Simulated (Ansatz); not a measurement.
Program: Ansatz.

Input file:

```yaml
crystal:
  periodic: [false, false, false]
  atoms:
    - { symbol: C, position_ang: [-1.449238, 0.703169, 1.173267] }
    - { symbol: Si, position_ang: [0.179144, 0.589982, 0.289701] }
    - { symbol: O, position_ang: [1.086628, -0.82325, 0.492617] }
    - { symbol: C, position_ang: [0.598218, -0.757292, -0.873145] }
    - { symbol: S, position_ang: [1.812887, -0.507768, -2.15838] }
    - { symbol: H, position_ang: [-1.297542, 0.992878, 2.225638] }
    - { symbol: H, position_ang: [-1.967161, -0.266737, 1.150622] }
    - { symbol: H, position_ang: [-2.09544, 1.463047, 0.705547] }
    - { symbol: H, position_ang: [0.949736, 1.856953, 0.235717] }
    - { symbol: H, position_ang: [-0.114625, -1.563062, -1.100167] }
    - { symbol: H, position_ang: [2.362694, -1.74502, -2.120917] }
basis:
  gaussian: { orbitals: def2-SVP }
hamiltonian:
  xc: pbe0
neb:
  order_check: false
  images: 9
  f_tol: 0.05
  max_iterations: 8
  final_atoms:
    - { symbol: C, position_ang: [-1.62801983, 0.84041118, 1.36376995] }
    - { symbol: Si, position_ang: [-0.57821979, 0.32407867, -0.1596751] }
    - { symbol: O, position_ang: [1.34826713, -1.62105703, 1.05786209] }
    - { symbol: C, position_ang: [0.69422302, -0.75983133, 0.69170241] }
    - { symbol: S, position_ang: [2.29639957, -0.65945836, -2.42738474] }
    - { symbol: H, position_ang: [-1.07023913, 1.36099205, 2.1546851] }
    - { symbol: H, position_ang: [-2.14897993, -0.02688939, 1.79610787] }
    - { symbol: H, position_ang: [-2.40619985, 1.52553408, 0.98898775] }
    - { symbol: H, position_ang: [0.42353186, 1.44105158, -0.35254856] }
    - { symbol: H, position_ang: [0.96611507, -0.47293214, -2.6323793] }
    - { symbol: H, position_ang: [2.16842287, -2.0089993, -2.46062746] }
  initial_path:
    images:
      - { positions_ang: [[-1.449238, 0.703169, 1.173267], [0.179144, 0.589982, 0.289701], [1.086628, -0.82325, 0.492617], [0.598218, -0.757292, -0.873145], [1.812887, -0.507768, -2.15838], [-1.297542, 0.992878, 2.225638], [-1.967161, -0.266737, 1.150622], [-2.09544, 1.463047, 0.705547], [0.949736, 1.856953, 0.235717], [-0.114625, -1.563062, -1.100167], [2.362694, -1.74502, -2.120917]] }
      - { positions_ang: [[-1.42450872, 0.70220518, 1.18850286], [0.16065213, 0.58341601, 0.2660521], [1.06986308, -0.80752482, 0.49973924], [0.57248879, -0.81062723, -0.83947337], [1.73541711, -0.61683169, -2.14569927], [-1.25826644, 0.98581425, 2.23465591], [-1.96683571, -0.24601191, 1.16802153], [-2.07228535, 1.48664203, 0.74281097], [0.95412703, 1.83768576, 0.18537996], [-0.11212847, -1.59093187, -1.30169519], [2.40677754, -1.58093571, -1.97779474]] }
      - { positions_ang: [[-1.39977944, 0.70124136, 1.20373873], [0.14216027, 0.57685003, 0.2424032], [1.05309817, -0.79179965, 0.50686148], [0.54675958, -0.86396247, -0.80580175], [1.65794723, -0.72589538, -2.13301854], [-1.21899087, 0.9787505, 2.24367382], [-1.96651043, -0.22528682, 1.18542106], [-2.04913069, 1.51023706, 0.78007495], [0.95851806, 1.81841852, 0.13504291], [-0.10963194, -1.61880175, -1.50322337], [2.45086107, -1.41685141, -1.83467248]] }
      - { positions_ang: [[-1.37505016, 0.70027754, 1.21897459], [0.1236684, 0.57028404, 0.2187543], [1.03633325, -0.77607447, 0.51398371], [0.52103037, -0.9172977, -0.77213012], [1.58047734, -0.83495907, -2.12033781], [-1.17971531, 0.97168675, 2.25269173], [-1.96618514, -0.20456173, 1.20282059], [-2.02597604, 1.53383209, 0.81733892], [0.96290908, 1.79915129, 0.08470587], [-0.10713541, -1.64667162, -1.70475156], [2.49494461, -1.25276712, -1.69155022]] }
      - { positions_ang: [[-1.35032088, 0.69931372, 1.23421046], [0.10517654, 0.56371805, 0.1951054], [1.01956834, -0.76034929, 0.52110595], [0.49530116, -0.97063294, -0.7384585], [1.50300746, -0.94402276, -2.10765708], [-1.14043974, 0.964623, 2.26170963], [-1.96585985, -0.18383664, 1.22022013], [-2.00282139, 1.55742713, 0.85460289], [0.96730011, 1.77988405, 0.03436883], [-0.10463888, -1.6745415, -1.90627975], [2.53902814, -1.08868283, -1.54842796]] }
      - { positions_ang: [[-1.3255916, 0.6983499, 1.24944632], [0.08668467, 0.55715207, 0.1714565], [1.00280342, -0.74462411, 0.52822819], [0.46957195, -1.02396817, -0.70478687], [1.42553757, -1.05308645, -2.09497635], [-1.10116418, 0.95755925, 2.27072754], [-1.96553457, -0.16311155, 1.23761966], [-1.97966673, 1.58102216, 0.89186687], [0.97169114, 1.76061681, -0.01596822], [-0.10214235, -1.70241137, -2.10780794], [2.58311168, -0.92459853, -1.4053057]] }
      - { positions_ang: [[-1.38607724, 0.72676216, 1.27231105], [-0.04629622, 0.51053739, 0.10523018], [1.07189616, -0.9199107, 0.63415497], [0.51450216, -0.97114081, -0.42548902], [1.59970997, -0.97436083, -2.16145803], [-1.09497917, 1.03824581, 2.24751905], [-2.00222364, -0.13586712, 1.3493173], [-2.06497336, 1.56992454, 0.91129104], [0.86205928, 1.69670377, -0.08328429], [0.11150913, -1.45651552, -2.21272221], [2.50017392, -1.14147869, -1.61637005]] }
      - { positions_ang: [[-1.44656289, 0.75517441, 1.29517578], [-0.17927711, 0.46392271, 0.03900386], [1.1409889, -1.09519728, 0.74008175], [0.55943238, -0.91831344, -0.14619116], [1.77388237, -0.89563521, -2.22793971], [-1.08879416, 1.11893237, 2.22431056], [-2.03891271, -0.10862268, 1.46101494], [-2.15027998, 1.55882693, 0.93071522], [0.75242743, 1.63279072, -0.15060036], [0.32516062, -1.21061968, -2.31763648], [2.41723616, -1.35835884, -1.82743441]] }
      - { positions_ang: [[-1.50704854, 0.78358667, 1.3180405], [-0.312258, 0.41730803, -0.02722246], [1.21008164, -1.27048386, 0.84600853], [0.60436259, -0.86548607, 0.1331067], [1.94805477, -0.81690959, -2.29442138], [-1.08260915, 1.19961893, 2.20110207], [-2.07560178, -0.08137825, 1.57271258], [-2.2355866, 1.54772931, 0.9501394], [0.64279557, 1.56887767, -0.21791643], [0.5388121, -0.96472383, -2.42255075], [2.33429839, -1.575239, -2.03849876]] }
      - { positions_ang: [[-1.56753418, 0.81199892, 1.34090523], [-0.4452389, 0.37069335, -0.09344878], [1.27917439, -1.44577044, 0.95193531], [0.64929281, -0.8126587, 0.41240455], [2.12222717, -0.73818398, -2.36090306], [-1.07642414, 1.28030549, 2.17789358], [-2.11229085, -0.05413382, 1.68441022], [-2.32089323, 1.5366317, 0.96956357], [0.53316372, 1.50496463, -0.28523249], [0.75246359, -0.71882799, -2.52746503], [2.25136063, -1.79211915, -2.24956311]] }
      - { positions_ang: [[-1.62801983, 0.84041118, 1.36376995], [-0.57821979, 0.32407867, -0.1596751], [1.34826713, -1.62105703, 1.05786209], [0.69422302, -0.75983133, 0.69170241], [2.29639957, -0.65945836, -2.42738474], [-1.07023913, 1.36099205, 2.1546851], [-2.14897993, -0.02688939, 1.79610787], [-2.40619985, 1.52553408, 0.98898775], [0.42353186, 1.44105158, -0.35254856], [0.96611507, -0.47293214, -2.6323793], [2.16842287, -2.0089993, -2.46062746]] }
  n_images: 5
```

Launched with:

```bash
$ ansatz run input.yaml --threads 2 --pin off --max-ram 3072MiB --backend cpu --events-out ev --progress --plain --runs-dir out
```

Question: What happens when this is run?

Answer: The program refused the input.

```
Error: YAML parse error: error: line 49 column 3: unknown field `n_images`, expected one of images, spring, climbing, order_check, relax_end_points, f_tol, exx_force_gate, max_iterations, max_displacement, density_extrapolation, optimiser, initial_path, freeze_fraction, magnetization_jump, magnetization_bend, levels_near_fermi, parallel_images, constraints, final_atoms
  --> <input>:49:3
   |
47 |       - { positions_ang: [[-1.56753418, 0.81199892, 1.34090523], [-…
48 |       - { positions_ang: [[-1.62801983, 0.84041118, 1.36376995], [-…
49 |   n_images: 5
   |   ^ unknown field `n_images`, expected one of images, spring, climbing, order_check, relax_end_points, f_tol, exx_force_gate, max_iterations, max_displacement, density_extrapolation, optimiser, initial_path, freeze_fraction, magnetization_jump, magnetization_bend, levels_near_fermi, parallel_images, constraints, final_atoms
```
